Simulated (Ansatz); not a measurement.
`F[B]([AlH2])[SiH3]` + CH₃NH₂ → `C[NH][AlH2]` + `FB[SiH3]` at 600 K and 1 bar (cleavage of the Al–B bond).

Isolated molecules relaxed with PBE0-D4/def2-TZVP in Ansatz; ΔE leaves out vibrations. CBS: MP2 limit from def2 TZ/QZ plus the TZ coupled-cluster correction, frozen cores.

```json
{"species": "`F[B]([AlH2])[SiH3]`", "CCSD(T)/CBS energy (Eh)": "-658.67346", "H − E (kJ/mol)": "177.5", "S (J/(mol·K))": "460.5"}
{"species": "CH₃NH₂", "CCSD(T)/CBS energy (Eh)": "-95.75281", "H − E (kJ/mol)": "199.3", "S (J/(mol·K))": "283.8"}
{"species": "`C[NH][AlH2]`", "CCSD(T)/CBS energy (Eh)": "-338.38977", "H − E (kJ/mol)": "225.3", "S (J/(mol·K))": "362.9"}
{"species": "`FB[SiH3]`", "CCSD(T)/CBS energy (Eh)": "-416.08982", "H − E (kJ/mol)": "146.0", "S (J/(mol·K))": "360.6"}
```

H − E and S are ideal-gas, rigid-rotor, harmonic terms from PBE0-D4/def2-TZVP, for one conformer and one mirror image of each species. 1 Eh = 2625.50 kJ/mol, R = 8.31446 J/(mol·K).

By hand: ΔE, ΔH, ΔS and ΔG.

ΔE = (-338.38977) + (-416.08982) − (-658.67346) − (-95.75281) = -0.05332 Eh = -140.0 kJ/mol. Δ(H − E) = 225.3 + 146.0 − 177.5 − 199.3 = -5.5, so ΔH = -145.5 kJ/mol. ΔS = 362.9 + 360.6 − 460.5 − 283.8 = -20.8 J/(mol·K). ΔG = -145.5 − 600 × (-20.8)/1000 = -133.0 kJ/mol.

By hand: the equilibrium constant, and the temperature at which ΔG would vanish if ΔH and ΔS stayed fixed.

log₁₀ K = −ΔG/(RT ln 10) = 11.6. ΔG = 0 at ΔH/ΔS = 6995 K, far beyond where these terms or the molecules hold.

ΔH outweighs TΔS. A doubt of 5 kJ/mol in ΔE shifts log₁₀ K by 0.4 here. Other conformers and mirror images would add mixing entropy, several J/(mol·K) or more a flexible species. Modes under 60 cm⁻¹, often nearly free rotors, make the harmonic entropy too high. These are equilibria of isolated gas molecules and say nothing of rates. Largest T1 diagnostic: 0.015 (customary marks: 0.02 for closed shells, 0.045 for open ones).
